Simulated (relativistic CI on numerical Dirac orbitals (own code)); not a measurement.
# d5 in a ligand field

Computed with a parametric ligand-field model of a d^n configuration (Racah B and C, spin-orbit zeta, crystal field), exact diagonalisation.

Field parameters in Wybourne normalisation: Oh B⁴₀ = 21Dq, B⁴₄ = √(5/14) B⁴₀; Td as Oh with Dq negative (B⁴₀ = 21Dq, B⁴₄ = √(5/14) B⁴₀). The field is a parameter set, without covalency.

(1) Lowest levels for B = 690, C = 3260, ζ = 180 cm⁻¹, Td, 10Dq = -10200 cm⁻¹?

(2) Lowest levels for B = 570, C = 2580, ζ = 3550 cm⁻¹, Oh, 10Dq = 38150 cm⁻¹?

(3) Lowest levels for B = 670, C = 2850, ζ = 90 cm⁻¹, Td, 10Dq = -3350 cm⁻¹?

(4) Lowest levels for B = 470, C = 1810, ζ = 330 cm⁻¹, Oh, 10Dq = 24950 cm⁻¹?

(5) Lowest levels for B = 620, C = 2330, ζ = 400 cm⁻¹, Td, 10Dq = -9800 cm⁻¹?

Answers

(1) Γ7+Γ8 0 (S 2.50), Γ6 15413 (S 1.50), Γ8 15434 (S 1.50), Γ7 15463 (S 1.50), Γ8 15473 (S 1.50), Γ8 19170 (S 0.83), Γ7 19381 (S 1.37), Γ6 19383 (S 1.50), Γ8 19384 (S 1.50) cm⁻¹, with S from ⟨S²⟩ = S(S + 1). The ground level has 2.00 electrons in the cubic e pair.

(2) Γ7 0 (S 0.57), Γ8 6485 (S 0.55), Γ8 27824 (S 1.50), Γ7 29835 (S 1.54), Γ8 30870 (S 1.48), Γ6 31948 (S 1.48), Γ6 34775 (S 1.47), Γ8 35209 (S 1.43), Γ7 35520 (S 1.31) cm⁻¹, with S from ⟨S²⟩ = S(S + 1). The ground level has 0.09 electrons in the cubic e pair.

(3) Γ7+Γ8 0 (S 2.50), Γ6 19153 (S 1.50), Γ8 19160 (S 1.50), Γ7 19171 (S 1.50), Γ8 19172 (S 1.50), Γ6 20563 (S 1.50), Γ8 20563 (S 1.50), Γ8 20584 (S 1.50), Γ7 20596 (S 1.50) cm⁻¹, with S from ⟨S²⟩ = S(S + 1). The ground level has 2.00 electrons in the cubic e pair.

(4) Γ7 0 (S 0.50), Γ8 570 (S 0.50), Γ8 16359 (S 1.50), Γ7 16384 (S 1.50), Γ8 16498 (S 1.50), Γ6 16570 (S 1.50), Γ6 19998 (S 1.50), Γ8 20006 (S 1.50), Γ8 20097 (S 1.50) cm⁻¹, with S from ⟨S²⟩ = S(S + 1). The ground level has 0.03 electrons in the cubic e pair.

(5) Γ7+Γ8 0 (S 2.50), Γ8 9573 (S 1.29), Γ7 9625 (S 1.38), Γ6 9740 (S 1.50), Γ8 9810 (S 1.49), Γ8 10671 (S 0.86), Γ7 11363 (S 0.72), Γ6 13665 (S 1.50), Γ8 13674 (S 1.50) cm⁻¹, with S from ⟨S²⟩ = S(S + 1). The ground level has 2.00 electrons in the cubic e pair.
